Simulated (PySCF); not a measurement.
C2H6OSe, SMILES CO[Se]C. Atoms are numbered in the order given.

```xyz
10

Se    -0.3126    -0.1793     0.5929
C     -1.1816     1.3789    -0.2061
H     -2.1319     1.5180     0.3320
H     -1.3895     1.2167    -1.2725
H     -0.5452     2.2626    -0.0649
O      1.2686    -0.0661    -0.3189
C      1.2834    -0.6846    -1.5905
H      0.5774    -0.2127    -2.2999
H      2.3052    -0.5596    -1.9848
H      1.0523    -1.7641    -1.5393
```

Geometry optimised at B3LYP-D3(BJ)/def2-SVP. One conformer was computed; it need not be the lowest.

All values below come from HF/pcSseg-1 run with PySCF.

GIAO shieldings, no solvent; atoms alike by connectivity are averaged. δ = σ(ref) − σ: ⁷⁷Se against Me2Se (σ = 1942.8 ppm); ¹³C against TMS (σ = 192.6 ppm); ¹H against TMS (σ = 31.99 ppm); ¹⁷O against H2O (σ = 333.0 ppm), references at their B3LYP-D3(BJ)/def2-TZVP geometries, non-relativistic.

```csv
nucleus,atoms,count,δ (ppm)
⁷⁷Se,Se1,1,1273.5
¹³C,C7,1,60.7
¹³C,C2,1,21.6
¹H,"H8, H9, H10",3,3.64
¹H,"H3, H4, H5",3,2.88
¹⁷O,O6,1,-54.9
```
